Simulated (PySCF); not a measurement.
# How methods differ on the ionisation energy of Cr

Cr [Ar] 3d5 4s1 (7S) → Cr⁺ [Ar] 3d5 (6S), as a difference of total energies. All numbers are calculated (PySCF 2.14, scalar relativity by spin-free X2C-1e, in aug-cc-pVDZ-DK). Correlated levels: valence: [Ar] frozen. The calculations carry no spin-orbit coupling.

```
           method  ionisation energy (eV)
              UHF                   6.013
              PBE                   7.340
             TPSS                   7.157
    MP2 (valence)                   6.476
SCS-MP2 (valence)                   6.167
```

Task: How much does correlation contribute at MP2 (valence)?

Result: 6.476 − (6.013) = 0.463 eV, measured against UHF.

Errors of the correlated levels include the incompleteness of this basis and the frozen core.

For comparison: 6.767 eV (measured; NIST Atomic Spectra Database, ionization energies).
